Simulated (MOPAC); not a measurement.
MOPAC input (PM3):

```
PM3 FORCE THERMO(298,298) PRECISE LET UHF MS=0.5 GEO-OK AUX(PRECISION=9) THREADS=1
H4BN2O

N    -1.22871349 1   -0.44167766 1   -0.66040661 1
B    -0.12830837 1    0.18003555 1    0.14023265 1
N     1.30297076 1   -0.55736980 1   -0.22920387 1
O     0.01220652 1    1.16571517 1    0.90411520 1
H    -2.11508461 1   -0.03399382 1   -0.46456909 1
H    -1.28924767 1   -1.43504460 1   -0.66908875 1
H     2.13398517 1   -0.30936084 1    0.23931935 1
H     1.43431663 1   -1.22422666 1   -0.94163039 1
```

Output:

```
 *******************************************************************************
 **                                                                           **
 **                              MOPAC v23.2.5                                **
 **                                                                           **
 *******************************************************************************
 ** MOPAC's Digital Object Identifier: https://doi.org/10.5281/zenodo.6511958 **
 **                                                                           **
 ** Please cite the open-source release paper for use of this MOPAC version:  **
 ** J. E. Moussa and J. J. P. Stewart (2026)                                  **
 ** MOPAC: An open-source semiempirical molecular orbital program             **
 ** J. Open Source Softw., 11(119), 8025, https://doi.org/10.21105/joss.08025 **
 *******************************************************************************

                              PM3 CALCULATION RESULTS

 *******************************************************************************
 *  PM3        - The PM3 Hamiltonian to be used
 *  GEO-OK     - OVERRIDE INTERATOMIC DISTANCE AND OTHER SAFETY CHECKS
 *  UHF        - UNRESTRICTED HARTREE-FOCK CALCULATION
 *  MS=        - IN MECI, MAGNETIC COMPONENT OF SPIN =  0.5
 *  LET        - OVERRIDE SOME SAFETY CHECKS
 *  PRECISE    - TIGHTER CRITERIA TO BE USED
 *  FORCE      - FORCE CALCULATION SPECIFIED
 *  AUX        - OUTPUT AUXILIARY INFORMATION
 *  THERMO     - THERMODYNAMIC QUANTITIES TO BE CALCULATED
 *******************************************************************************
PM3 FORCE THERMO(298,298) PRECISE LET UHF MS=0.5 GEO-OK AUX(PRECISION=9) THREADS=1
 H4BN2O

   ATOM   CHEMICAL          X               Y               Z
  NUMBER   SYMBOL      (ANGSTROMS)     (ANGSTROMS)     (ANGSTROMS)

     1       N         -1.22871349  *  -0.44167766  *  -0.66040661  *
     2       B         -0.12830837  *   0.18003555  *   0.14023265  *
     3       N          1.30297076  *  -0.55736980  *  -0.22920387  *
     4       O          0.01220652  *   1.16571517  *   0.90411520  *
     5       H         -2.11508461  *  -0.03399382  *  -0.46456909  *
     6       H         -1.28924767  *  -1.43504460  *  -0.66908875  *
     7       H          2.13398517  *  -0.30936084  *   0.23931935  *
     8       H          1.43431663  *  -1.22422666  *  -0.94163039  *

          CARTESIAN COORDINATES

    NO.       ATOM           X           Y           Z

     1         N         -1.2287     -0.4417     -0.6604
     2         B         -0.1283      0.1800      0.1402
     3         N          1.3030     -0.5574     -0.2292
     4         O          0.0122      1.1657      0.9041
     5         H         -2.1151     -0.0340     -0.4646
     6         H         -1.2892     -1.4350     -0.6691
     7         H          2.1340     -0.3094      0.2393
     8         H          1.4343     -1.2242     -0.9416

  H: (PM3): J. J. P. STEWART, J. COMP. CHEM. 10, 209 (1989).
  B: (PM3): J. J. P. STEWART, J. MOL. MOD., 10, 155-164 (2004)
  N: (PM3): J. J. P. STEWART, J. COMP. CHEM. 10, 209 (1989).
  O: (PM3): J. J. P. STEWART, J. COMP. CHEM. 10, 209 (1989).

           Empirical Formula: H4 N2 O B  =     8 atoms
[...]
 EFFECTIVE MASS      2.0113
 FORCE CONSTANT      0.8266

 VIBRATION         14   14A          ATOM PAIR     ENERGY CONTRIBUTION    RADIAL
 FREQUENCY          1849.57         B 2 -- O 4         +53.8% ( 98.4%)     99.4%
 TRANSITION DIPOLE   4.6115         N 1 -- B 2         +23.2% ( 64.7%)     72.7%
 TRAVEL (Ang.)       0.0765         B 2 -- N 3         +22.4% ( 63.5%)      5.1%
 REDUCED MASS        6.2276         N 1 -- H 5          +0.3% (  7.6%)      5.4%
 EFFECTIVE MASS     12.4589
 FORCE CONSTANT     12.5520

 VIBRATION         15   15A          ATOM PAIR     ENERGY CONTRIBUTION    RADIAL
 FREQUENCY          3419.70         N 1 -- H 6         +50.3% ( 73.4%)     97.1%
 TRANSITION DIPOLE   0.1306         N 1 -- H 5         +48.9% ( 72.4%)     97.0%
 TRAVEL (Ang.)       0.1936         N 1 -- B 2          +0.8% (  9.3%)      0.4%
 REDUCED MASS        0.5263
 EFFECTIVE MASS      1.5517
 FORCE CONSTANT      3.6262

 VIBRATION         16   16A          ATOM PAIR     ENERGY CONTRIBUTION    RADIAL
 FREQUENCY          3510.57         N 3 -- H 7         +54.1% ( 75.9%)     97.8%
 TRANSITION DIPOLE   0.1160         N 3 -- H 8         +45.1% ( 69.3%)     96.8%
 TRAVEL (Ang.)       0.1898         B 2 -- N 3          +0.8% (  9.4%)      0.0%
 REDUCED MASS        0.5332
 EFFECTIVE MASS      1.5638
 FORCE CONSTANT      3.8718

 VIBRATION         17   17A          ATOM PAIR     ENERGY CONTRIBUTION    RADIAL
 FREQUENCY          3548.71         N 1 -- H 5         +50.6% ( 69.1%)     98.7%
 TRANSITION DIPOLE   0.1828         N 1 -- H 6         +49.1% ( 68.1%)     98.6%
 TRAVEL (Ang.)       0.1976         N 1 -- B 2          +0.3% (  5.2%)     58.9%
 REDUCED MASS        0.4865
 EFFECTIVE MASS      1.2154
 FORCE CONSTANT      3.6099

 VIBRATION         18   18A          ATOM PAIR     ENERGY CONTRIBUTION    RADIAL
 FREQUENCY          3612.53         N 3 -- H 8         +54.9% ( 72.3%)     98.6%
 TRANSITION DIPOLE   0.0907         N 3 -- H 7         +44.8% ( 65.3%)     97.6%
 TRAVEL (Ang.)       0.1951         B 2 -- N 3          +0.2% (  4.9%)     99.7%
 REDUCED MASS        0.4906
 EFFECTIVE MASS      1.2096
 FORCE CONSTANT      3.7724

      SYMMETRY NUMBER FOR POINT-GROUP C1  =  1

          SYSTEM IS A GROUND STATE

 H4BN2O

          MOLECULE IS NOT LINEAR

          THERE ARE 18 GENUINE VIBRATIONS IN THIS SYSTEM
          THIS THERMODYNAMICS CALCULATION IS LIMITED TO
          MOLECULES WHICH HAVE NO INTERNAL ROTATIONS

                    CALCULATED THERMODYNAMIC PROPERTIES
                                          *
   TEMP. (K)   PARTITION FUNCTION   H.O.F.    ENTHALPY  HEAT CAPACITY ENTROPY
                                   KCAL/MOL   CAL/MOLE    CAL/K/MOL  CAL/K/MOL

 298.00  VIB.     0.9055D+01                  1777.0242    12.4321    10.3416
         ROT.     0.4538D+05                   888.2803     2.9808    24.2892
         INT.     0.4109D+06                  2665.3045    15.4129    34.6308
         TRA.     0.4365D+27                  1480.4672     4.9680    38.1356
         TOT.                      -70.631    4145.7716    20.3809    72.7664

   *: NOTE: HEATS OF FORMATION ARE RELATIVE TO THE
            ELEMENTS IN THEIR STANDARD STATE AT 298K
              (=  Standard Enthalpy of Formation).

            Hvib:  Zero-point energy is not included.
                   frequencies of less than zero cm-1 are not included.
            Hrot = (3/2)RT
            Htra = (3/2)RT + pV = (5/2)RT

            Heat capacity is Cp, not Cv

          For more information, see: HTTP://OpenMOPAC.net/Manual/thermochemistry.html

           FORCE CONSTANT IN CARTESIAN COORDINATES (Millidynes/A)

    ATOM   CHEMICAL       X               Y               Z
   NUMBER   SYMBOL  FORCE CONSTANT  FORCE CONSTANT  FORCE CONSTANT

      1       N        7.234920        8.652807        3.770513
      2       B       10.700521        6.175855        1.821307
      3       N        9.799256        7.943479        1.039120
      4       O        7.588142        6.432137        0.385494
      5       H        1.522891        5.971052        0.405017
      6       H        1.929150        2.986746        2.943265
      7       H        6.845798        1.077961        0.162697
      8       H        3.068142        4.841583        0.167229

 **********************
 *                    *
 * JOB ENDED NORMALLY *
 *                    *
 **********************

 == MOPAC DONE ==
```
